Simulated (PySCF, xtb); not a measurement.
Protons, H atoms and electrons added to or taken from F[SiH3]. Isolated molecules, 0 K electronic values unless said otherwise. Strings in code marks are SMILES.

Quantity: gas-phase deprotonation enthalpy at 298 K, in kJ/mol. Enthalpy corrections at 298 K come from GFN2-xTB frequencies (xtb). Levels without diffuse functions put anions too high.

Level 1: PBE-D3(BJ)/def2-TZVPD // B3LYP-D3(BJ)/def2-TZVPD (PySCF)
Level 2: B3LYP/3-21G // B3LYP-D3(BJ)/def2-TZVPD (PySCF)
Level 3: frozen-core MP2/6-31G* // B3LYP-D3(BJ)/def2-TZVPD (PySCF)
Level 4: HF/6-31G* // B3LYP-D3(BJ)/def2-TZVPD (PySCF)

| species | level 1 | level 2 | level 3 | level 4 |
|---|---|---|---|---|
| proton removed from Si2: `F[SiH2-]` | 1538.8 | 1569.7 | 1601.1 | 1610.9 |
